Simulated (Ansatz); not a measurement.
Calculated with Ansatz (gas phase, PBE0-D4/def2-TZVP geometries, no zero-point term in ΔE). CCSD(T)/CBS adds triple-zeta CCSD(T) − MP2 to the extrapolated MP2 energy (def2 sets, frozen cores). This one scheme is used for every species. One conformer a species, not always the lowest.

`N[SiH](F)[SiH2][SiH3]` + `OBF` → `FBO[SiH2][SiH3]` + `N[SiH2]F`  (cleavage of the Si–Si bond)

```json
{"species": "`N[SiH](F)[SiH2][SiH3]`", "CCSD(T)/CBS(def2) energy (Eh)": "-1026.63658"}
{"species": "`OBF`", "CCSD(T)/CBS(def2) energy (Eh)": "-201.07426"}
{"species": "`FBO[SiH2][SiH3]`", "CCSD(T)/CBS(def2) energy (Eh)": "-781.66498"}
{"species": "`N[SiH2]F`", "CCSD(T)/CBS(def2) energy (Eh)": "-446.07709"}
```

**Question.** Work out ΔE.

**Answer.** ΔE = (-781.66498) + (-446.07709) − (-1026.63658) − (-201.07426) = -0.03123 Eh = -82.0 kJ/mol.

Largest T1 diagnostic among the species: 0.013.

From PBE to PBE0 (25 % exact exchange), in def2-TZVPP and without D4, ΔE moves by −7.7 kJ/mol. In def2-TZVPP, CCSD(T) changes the Hartree–Fock value by +28.1 kJ/mol (the triples alone add +4.0 kJ/mol) and MP2 by +22.4 kJ/mol.
